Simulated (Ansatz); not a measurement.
H4PSi (SMILES [SiH3][PH]), charge 0, multiplicity 2, relaxed at each level with Ansatz (a program for electronic structure); harmonic frequencies from differences of analytic forces, average atomic masses, frozen cores. Open shells are unrestricted.

| mode | HF/def2-TZVPP (cm⁻¹) | PBE/def2-TZVPP (cm⁻¹) | r2SCAN/def2-TZVPP (cm⁻¹) | wB97X-V/def2-TZVPP (cm⁻¹) | MP2/cc-pV(T+d)Z (cm⁻¹) | CCSD(T)/cc-pV(T+d)Z (cm⁻¹) |
|---|---|---|---|---|---|---|
| 1 | 187 | 175 | 183 | 188 | 190 | 185 |
| 2 | 465 | 434 | 448 | 462 | 462 | ? |
| 3 | 522 | 457 | 476 | 491 | 492 | 484 |
| 4 | 558 | 459 | 484 | 507 | 518 | 507 |
| 5 | 837 | 741 | 767 | 783 | 781 | ? |
| 6 | 997 | 851 | 888 | 917 | 934 | 917 |
| 7 | 1026 | 898 | 936 | 953 | 975 | 957 |
| 8 | 1029 | 904 | 943 | 958 | 981 | 961 |
| 9 | 2308 | 2135 | 2197 | 2237 | 2271 | 2225 |
| 10 | 2311 | 2143 | 2204 | 2240 | 2276 | 2230 |
| 11 | 2321 | 2170 | 2228 | 2256 | 2290 | 2246 |
| 12 | 2494 | 2298 | 2366 | 2419 | 2442 | ? |

Question: Modes are in rising order at each level. Some entries are withheld; supply them.

Answer: 
- 2, CCSD(T)/cc-pV(T+d)Z (cm⁻¹): 453
- 5, CCSD(T)/cc-pV(T+d)Z (cm⁻¹): 774
- 12, CCSD(T)/cc-pV(T+d)Z (cm⁻¹): 2372
